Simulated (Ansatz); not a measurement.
Cost and result up the ladder for In4As4H14, a cluster cut from wurtzite InAs (hydrogen-capped) (22 atoms). Charge 0, multiplicity 1. Geometry: PBE-D4/def2-SVP.

```csv
atom,x (Å),y (Å),z (Å)
In1,-2.440,-1.504,-1.129
As2,0.077,-1.220,-2.328
In3,-1.516,2.579,0.737
As4,-1.770,-0.080,1.052
As5,0.899,2.380,-0.671
In6,2.170,0.098,-1.287
In7,-0.112,-1.260,2.810
As8,2.136,-1.019,1.153
H9,-3.455,-0.577,-2.194
H10,-2.482,-3.205,-0.775
H11,-0.032,-0.666,-3.748
H12,0.664,-2.570,-2.740
H13,-2.600,3.170,-0.487
H14,-1.012,3.338,2.218
H15,-3.087,-0.139,1.834
H16,0.842,3.134,-1.999
H17,1.991,3.252,-0.052
H18,3.661,0.166,-2.173
H19,-0.356,-2.981,2.839
H20,0.284,-0.183,4.116
H21,2.835,-2.362,0.948
H22,3.304,-0.351,1.877
```

Ansatz on 2 threads of AMD EPYC 7R13 on a shared host and a share (18 GiB) of an NVIDIA H100 80GB HBM3. Times are rough, and most runs start from the orbitals of an earlier one. PBE0-D4/def2-TZVP serves as the yardstick here, not as an exact answer. Differences are given only for rows in sets of like size (and for xTB, whose basis is part of the method), since another set adds its own error. Binding counts from free atoms at the same level (In doublet, As quartet, H doublet; other spins of the atoms weren't run), without zero-point energy or a counterpoise term.

In the def2 sets In takes a core potential; there is no spin–orbit coupling. Single mean-field runs in def2-TZVP are fitted with def2-universal-jkfit.

```
                          level  functions  binding energy per atom (eV)  difference from PBE0-D4/def2-TZVP (eV)
 PBE-D4/def2-TZVP (with forces)        476                          2.30                                    0.01
PBE0-D4/def2-TZVP (with forces)        476                          2.30                                    0.00
                PBE-D4/def2-SVP        302                          2.29                                       –
            r2SCAN-D4/def2-TZVP        476                          2.33                                    0.03
               PBE0-D4/def2-SVP        302                          2.28                                       –
```

**Question.** Estimate how long each takes.

**Answer.** PBE-D4/def2-TZVP (with forces) 7 s; PBE0-D4/def2-SVP 7.5 s; r2SCAN-D4/def2-TZVP 8 s; PBE0-D4/def2-TZVP (with forces) 8.5 s; PBE-D4/def2-SVP 9 s. On shared hardware such times vary by a factor of up to 3.
